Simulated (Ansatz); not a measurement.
Input (FCI/aug-cc-pV(D+d)Z; Ansatz, a quantum-chemistry and plane-wave program): A basis named .json is the Basis Set Exchange file of that set.

Ansatz 0.2 input:
```yaml
crystal:
  periodic: [false, false, false]
  atoms:
    - {symbol: S, position_ang: [0.00000000, 0.00000000, 0.00000000]}
basis:
  gaussian:
    orbitals: aug-cc-pV_D+d_Z.json
total_charge: -1
magnetization: {spin_polarized: true, initial_magnetization: 1}
correlation: {method: fci, electrons: outside_noble_gas}
scf: {lower_state_search: full}
```

Output:

```
Functional definition: HF
integrals: 0.01 GiB planned
268 factors; integrals over basis functions are off by at most 2.4e-8 eV
mean field: 0.06 GiB planned
mean field evaluation 1: about -10816.5517 eV, gradient 9.6e0 eV
mean field evaluation 2: about -10816.6381 eV, gradient 9.1e0 eV
mean field evaluation 4: about -10817.3830 eV, gradient 9.9e-1 eV
mean field evaluation 8: about -10817.4168 eV, gradient 5.3e-2 eV
mean field evaluation 16: about -10817.4173 eV, gradient 2.2e-6 eV
mean field evaluation 32: about -10817.4173 eV, gradient 2.7e-6 eV
mean field evaluation 64: about -10812.5034 eV, gradient 1.7e0 eV
mean field evaluation 96: about -10812.7076 eV, gradient 4.8e-1 eV
mean field evaluation 128: about -10817.4173 eV, gradient 4.3e-3 eV
mean field evaluation 160: about -10817.4172 eV, gradient 5.6e-2 eV
mean field evaluation 192: about -10813.2051 eV, gradient 4.9e-4 eV
mean field evaluation 224: about -10817.4013 eV, gradient 9.8e-1 eV
mean field evaluation 256: about -10817.6980 eV, gradient 2.5e-1 eV
mean field -10817.41731483 eV, -397.5327540113 hartree, gradient 3.5e-6 eV, S^2 0.760941; 13 other end points of the search recorded, 0 dependent functions left out
5 core orbitals not correlated
reference -10817.30557286 eV, -397.5286475697 hartree; 4, 3 occupied and 23, 24 virtual orbitals, 268 factors
configuration interaction: 4.01 GiB planned
state -10821.45017676 eV, -397.6809589535 hartree
Total energy: -10821.45017676 eV, -397.6809589535 hartree
```
